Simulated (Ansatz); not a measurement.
```tsv
atom	x (Å)	y (Å)	z (Å)
Cu	0.0000	0.0000	-1.0269
Cu	0.0000	0.0000	1.0269
```

Basis set: cc-pVDZ (spherical functions). Correlated methods keep 10 orbitals frozen. Charge 0, multiplicity 1.

Computed with Ansatz (development build ahead of 0.2.0); each method stands on the lowest determinant of its kind that the runs found. Restricted open shells among the atoms or ions are ROHF, correlated in semicanonical orbitals with singles.

Question: Give the atomization energy at this shape (free ground-state atoms in the same class of orbitals less the molecule, no zero-point energy) of singlet Cu₂ by RHF-MP2, RHF.

Answer:

```
 method  atomization energy
RHF-MP2      42.00 kcal/mol
    RHF      -0.55 kcal/mol
```

Caution: the shape is not the minimum.
